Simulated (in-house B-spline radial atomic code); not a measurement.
Ionisation energies with and without relativity, with size and susceptibility from the Dirac run. Dirac energy differences include first-order Breit, QED and recoil terms. NIST's values go from ground level to ground level; the uncertainty of those that are theory runs from under 0.1 % in few-electron ions to several per cent in heavy many-electron ones. Computed with a radial B-spline atomic code at the basis-set limit: non-relativistic Hartree-Fock and Dirac-Hartree-Fock, averages of the configuration (point nuclei without relativity, finite nuclei with it).

```csv
ion,configuration,configuration after,ionisation non-relativistic (eV),ionisation Dirac Breit and QED (eV),tabulated value (eV),tabulated kind,radius at density 0.001 (bohr),diamagnetic susceptibility (10⁻⁶ cm³/mol)
Lu,[Xe] 4f14 5d1 6s2,[Xe] 4f14 6s2,5.633,4.356,5.425871,measured,5.158,-60.695
Hf,[Xe] 4f14 5d2 6s2,[Xe] 4f14 5d1 6s2,?,?,?,measured,?,?
Ta,[Xe] 4f14 5d3 6s2,[Xe] 4f14 5d3 6s1,?,?,?,measured,?,?
W,[Xe] 4f14 5d4 6s2,[Xe] 4f14 5d4 6s1,5.942,6.895,7.86403,measured,4.863,-56.52
Re,[Xe] 4f14 5d5 6s2,[Xe] 4f14 5d5 6s1,6.128,7.201,7.83352,measured,4.768,-55.172
Os,[Xe] 4f14 5d6 6s2,[Xe] 4f14 5d6 6s1,6.294,7.487,8.43823,measured,4.68,-53.882
Ir,[Xe] 4f14 5d7 6s2,[Xe] 4f14 5d7 6s1,6.445,7.758,8.96702,measured,4.597,-52.646
Pt,[Xe] 4f14 5d9 6s1,[Xe] 4f14 5d9,5.833,7.450,8.95883,measured,4.362,-48.563
Au,[Xe] 4f14 5d10 6s1,[Xe] 4f14 5d10,?,?,?,measured,?,?
Hg,[Xe] 4f14 5d10 6s2,[Xe] 4f14 5d10 6s1,6.830,8.514,10.4375,measured,4.381,-49.244
```

Task: Fill in the row of Hf.

Result: ionisation non-relativistic (eV): 6.855; ionisation Dirac Breit and QED (eV): 5.444; tabulated value (eV): 6.82507; radius at density 0.001 (bohr): 5.066; diamagnetic susceptibility (10⁻⁶ cm³/mol): -59.344.

Task: Fill in the row of Ta.

Result: ionisation non-relativistic (eV): 5.731; ionisation Dirac Breit and QED (eV): 6.562; tabulated value (eV): 7.549571; radius at density 0.001 (bohr): 4.963; diamagnetic susceptibility (10⁻⁶ cm³/mol): -57.919.

Task: Fill in the row of Au.

Result: ionisation non-relativistic (eV): 5.916; ionisation Dirac Breit and QED (eV): 7.655; tabulated value (eV): 9.225554; radius at density 0.001 (bohr): 4.285; diamagnetic susceptibility (10⁻⁶ cm³/mol): -47.484.
